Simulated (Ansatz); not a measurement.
Silanol + `[OH][Ge][F]` → `[F][Ge][O][SiH3]` + H₂O at 400 K and 1 bar (ligand exchange at the Si–O bond).

Computed with Ansatz on PBE0-D4/def2-TZVP structures; ΔE is electronic, products minus reactants. CCSD(T)/CBS adds triple-zeta CCSD(T) − MP2 to the extrapolated MP2 energy (def2 sets, frozen cores). This one scheme is used for every species. For Ge outer-core shells are correlated without core-valence functions, which leaves a few kJ/mol of doubt a bond. Scalar relativity is left out up to krypton. Each species was taken in one conformer, which may not be the lowest.

```tsv
species	CCSD(T)/CBS energy (Eh)	H − E (kJ/mol)	S (J/(mol·K))
`O[SiH3]`	-366.69042	120.0	276.4
`[OH][Ge][F]`	-2251.74560	59.1	297.8
`[F][Ge][O][SiH3]`	-2542.06230	110.7	372.4
H₂O	-76.37941	69.8	198.6
```

H − E and S are ideal-gas, rigid-rotor, harmonic terms from PBE0-D4/def2-TZVP, for one conformer and one mirror image of each species. 1 Eh = 2625.50 kJ/mol, R = 8.31446 J/(mol·K).

Task: By hand: ΔE, ΔH, ΔS and ΔG.

Result: ΔE = (-2542.06230) + (-76.37941) − (-366.69042) − (-2251.74560) = -0.00569 Eh = -14.9 kJ/mol. Δ(H − E) = 110.7 + 69.8 − 120.0 − 59.1 = 1.4, so ΔH = -13.5 kJ/mol. ΔS = 372.4 + 198.6 − 276.4 − 297.8 = -3.2 J/(mol·K). ΔG = -13.5 − 400 × (-3.2)/1000 = -12.2 kJ/mol.

Task: By hand: the equilibrium constant, and the temperature at which ΔG would vanish if ΔH and ΔS stayed fixed.

Result: log₁₀ K = −ΔG/(RT ln 10) = 1.6. ΔG = 0 at ΔH/ΔS = 4219 K, far beyond where these terms or the molecules hold.

The number of gas molecules stays the same, so ΔS is small and ΔH decides. A doubt of 5 kJ/mol in ΔE shifts log₁₀ K by 0.7 here. Other conformers and mirror images would add mixing entropy, several J/(mol·K) or more a flexible species. These are equilibria of isolated gas molecules and say nothing of rates. Largest T1 diagnostic: 0.015 (customary marks: 0.02 for closed shells, 0.045 for open ones).
